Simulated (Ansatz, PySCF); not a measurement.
Noncovalent pair: HCl (SMILES Cl) (first 2 atoms) with CH4 (SMILES C); geometry from B3LYP-D3(BJ)/def2-TZVP, rigid monomers moved along the line of their centres of mass till H2···C3 is 3.52 Å.
(charge 0, multiplicity 1):
```xyz
7

Cl    -0.413    -0.347    -0.482
H     -0.291    -0.243     0.791
C      0.054     0.056     4.286
H     -0.876     0.532     3.976
H      0.155     0.147     5.366
H      0.039    -1.001     4.019
H      0.901     0.548     3.808
```

Counterpoise-corrected where a basis set is named; no monomer relaxation.

Frozen-core correlation. CBS(a, b) extrapolates the correlation energy as X⁻³ and adds the Hartree–Fock energy of set b.

Codes used: Ansatz (Gaussian basis) for Hartree–Fock, density functionals and correlated methods; PySCF for the dispersion terms. Values without a source in brackets are computed.

PBE/def2-TZVPPD gives -1.5 kJ/mol for the interaction energy.

Question: Predict the shift from PBE, with its sign, for: PBE-D3(BJ)/def2-TZVPPD, r2SCAN/def2-TZVPPD, B3LYP/def2-TZVPPD, wB97M-V/def2-TZVPPD, MP2/CBS(aug-cc-pV(D+d)Z, aug-cc-pV(T+d)Z), CCSD(T)/CBS(aug-cc-pV(D+d)Z, aug-cc-pV(T+d)Z).

Answer: PBE-D3(BJ)/def2-TZVPPD -1.1; r2SCAN/def2-TZVPPD 0.1; B3LYP/def2-TZVPPD 1.0; wB97M-V/def2-TZVPPD -0.3; MP2/CBS(aug-cc-pV(D+d)Z, aug-cc-pV(T+d)Z) -0.5; CCSD(T)/CBS(aug-cc-pV(D+d)Z, aug-cc-pV(T+d)Z) -0.4 kJ/mol. 2 of 6 lie above PBE; the widest gap is to PBE-D3(BJ)/def2-TZVPPD.

Ansatz is a quantum-chemistry and plane-wave program.
